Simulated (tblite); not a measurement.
Compound: C4H4F3N (charge +1 and doublet state).
SMILES with atom numbers: `[H]/[N:5]=[C:4](/[C:2]([CH2+:1])[F:3])[CH:6]([F:7])[F:8]` (hydrogens: H9, H10 on C1; H11 on N5; H12 on C6)
Bond orders are those of one Lewis drawing.

Computed with GFN2-xTB (tblite), gas phase: L-BFGS steps from a force-field or distance-geometry start until the largest atomic force falls under 0.01 eV/Å.

Step 17: E = -738.0422 eV
```
atom  x, y, z in Å  |  force x, y, z in eV/Å
C1      2.1301    0.2620    0.3164   -0.015  -0.031  -0.005
C2      0.9841   -0.3294   -0.0239   -0.004  -0.007   0.005
F3      0.9314   -1.5935   -0.4248    0.023  -0.006  -0.031
C4     -0.3241    0.3435    0.0017    0.006   0.049  -0.009
N5     -0.5097    1.5173    0.2881   -0.010   0.001  -0.004
C6     -1.5351   -0.6609   -0.3522    0.023   0.002   0.023
F7     -1.6427   -1.5209    0.6424    0.006  -0.007   0.038
F8     -2.6519    0.0372   -0.4446    0.008  -0.007  -0.020
H9      3.0519   -0.3048    0.2511   -0.032   0.035   0.019
H10     2.1718    1.2875    0.6471   -0.001  -0.073  -0.025
H11    -1.2994    2.1406    0.3757   -0.034   0.008  -0.001
H12    -1.3053   -1.1793   -1.3030    0.030   0.036   0.010
```

Step 18: E = -738.0426 eV
```
atom  x, y, z in Å  |  force x, y, z in eV/Å
C1      2.1280    0.2608    0.3158   -0.001  -0.024   0.004
C2      0.9818   -0.3299   -0.0241    0.020   0.000  -0.006
F3      0.9296   -1.5935   -0.4269    0.014  -0.004  -0.027
C4     -0.3250    0.3452    0.0008    0.000   0.032   0.007
N5     -0.5108    1.5185    0.2881    0.017  -0.015  -0.011
C6     -1.5341   -0.6628   -0.3516    0.025   0.025   0.018
F7     -1.6405   -1.5205    0.6448    0.010  -0.010   0.024
F8     -2.6517    0.0329   -0.4461   -0.010   0.001  -0.018
H9      3.0505   -0.3049    0.2516   -0.038   0.028   0.015
H10     2.1705    1.2860    0.6470   -0.004  -0.067  -0.023
H11    -1.2962    2.1457    0.3776   -0.058   0.017  -0.002
H12    -1.3010   -1.1783   -1.3031    0.025   0.015   0.018
```

Step 19: E = -738.0431 eV
```
atom  x, y, z in Å  |  force x, y, z in eV/Å
C1      2.1264    0.2593    0.3153    0.006  -0.016   0.011
C2      0.9802   -0.3305   -0.0245    0.024   0.001  -0.019
F3      0.9285   -1.5935   -0.4292    0.002  -0.002  -0.024
C4     -0.3253    0.3469    0.0000   -0.005   0.008   0.021
N5     -0.5116    1.5197    0.2880    0.029  -0.015  -0.013
C6     -1.5330   -0.6636   -0.3504    0.019   0.035   0.011
F7     -1.6389   -1.5199    0.6474    0.015  -0.005   0.006
F8     -2.6518    0.0296   -0.4476   -0.014   0.007  -0.012
H9      3.0494   -0.3045    0.2526   -0.022   0.007   0.009
H10     2.1694    1.2836    0.6465   -0.008  -0.036  -0.013
H11    -1.2952    2.1485    0.3785   -0.065   0.020  -0.002
H12    -1.2968   -1.1763   -1.3026    0.020  -0.004   0.026
```

Problem. Estimate the geometry and energy of step 20. (The exact step hangs on the optimiser's Hessian estimate; all steps are aligned on step 19, rigid shifts and turns removed.)

Solution. E = -738.0434 eV, largest force 0.055 eV/Å
```
atom  x, y, z in Å  |  force x, y, z in eV/Å
C1      2.1257    0.2577    0.3150    0.005  -0.009   0.014
C2      0.9798   -0.3310   -0.0254    0.012   0.000  -0.025
F3      0.9282   -1.5937   -0.4316   -0.007  -0.001  -0.022
C4     -0.3251    0.3481   -0.0001   -0.004  -0.009   0.027
N5     -0.5116    1.5208    0.2876    0.020  -0.001  -0.011
C6     -1.5322   -0.6629   -0.3488    0.009   0.029   0.003
F7     -1.6383   -1.5189    0.6495    0.019   0.004  -0.010
F8     -2.6524    0.0278   -0.4487   -0.006   0.010  -0.005
H9      3.0489   -0.3039    0.2539    0.001  -0.018   0.002
H10     2.1689    1.2810    0.6458   -0.010   0.001   0.000
H11    -1.2971    2.1480    0.3782   -0.053   0.014  -0.003
H12    -1.2934   -1.1735   -1.3014    0.015  -0.019   0.029
```

The energy changes by -0.0003 eV. The first-order estimate −F·Δx gives -0.0005 eV and the mean of the old and new forces, exact on a quadratic surface, -0.0004 eV. The step makes an angle of 58° with the force vector and moves no atom by more than 0.005 Å.

What follows is the cost of the whole relaxation. The run took 0.3 s on one thread of an Arm Neoverse V1, shared host with 64 logical CPUs at a one-minute load of 27.
